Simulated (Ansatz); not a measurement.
Consider the redistribution: `N[SiH](O)[Si](N)(F)F` + `N[SiH2]O[SiH](N)O` → `N[Si@H](O)[Si@H](N)O` + `N[SiH2]O[Si](N)(F)F`.

Isolated molecules relaxed with PBE0-D4/def2-TZVP in Ansatz; ΔE leaves out vibrations. CBS: MP2 limit from def2 TZ/QZ plus the TZ coupled-cluster correction, frozen cores. Each species was taken in one conformer, which may not be the lowest.

```
               species  CCSD(T)/CBS(def2) energy (Eh)
`N[SiH](O)[Si](N)(F)F`                     -966.20127
   `N[SiH2]O[SiH](N)O`                     -842.95515
`N[Si@H](O)[Si@H](N)O`                     -842.89431
 `N[SiH2]O[Si](N)(F)F`                     -966.26166
```

Work out ΔE.

ΔE = (-842.89431) + (-966.26166) − (-966.20127) − (-842.95515) = 0.00045 Eh = +0.3 kcal/mol.

Largest T1 diagnostic among the species: 0.012.

In def2-TZVPP, CCSD(T) changes the Hartree–Fock value by +1.5 kcal/mol (the triples alone add +0.3 kcal/mol) and MP2 by +1.7 kcal/mol.
